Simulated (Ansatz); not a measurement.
`N=C(Cl)CO` + `CBN` → `CBNCO` + `N=CCl`  (substitution at a C–C bond)

Gas-phase electronic energies from Ansatz, PBE0-D4/def2-TZVP geometries. CCSD(T)/CBS adds triple-zeta CCSD(T) − MP2 to the extrapolated MP2 energy (def2 sets, frozen cores). This one scheme is used for every species. Functionals use def2-TZVPP. B3LYP here is the variant with VWN-RPA as its local correlation; programs differ in this. One conformer a species, not always the lowest.

```csv
level,ΔE (kcal/mol),difference from CCSD(T)/CBS
PBE-D4,11.3,0.7
B3LYP-D4,10.5,-0.1
ωB97M-V,10.8,0.2
B2PLYP,10.4,-0.2
r2SCAN,12.1,1.5
PBE0,11.0,0.4
HF/def2-TZVPP,8.7,-1.9
MP2/def2-TZVPP,11.3,0.7
SCS-MP2/def2-TZVPP,10.1,-0.5
CCSD/def2-TZVPP,9.8,-0.8
CCSD(T)/def2-TZVPP,10.2,-0.4
HF/def2-QZVPP,8.6,-2.0
SCS-MP2/def2-QZVPP,10.3,-0.3
HF/CBS(def2),8.5,-2.1
MP2/CBS(def2),11.8,1.2
CCSD/CBS(def2),10.2,-0.4
CCSD(T)/CBS,10.6,0
```

Largest T1 diagnostic among the species: 0.012.

In def2-TZVPP, CCSD(T) changes the Hartree–Fock value by +1.5 kcal/mol (the triples alone add +0.4 kcal/mol) and MP2 by +2.6 kcal/mol.
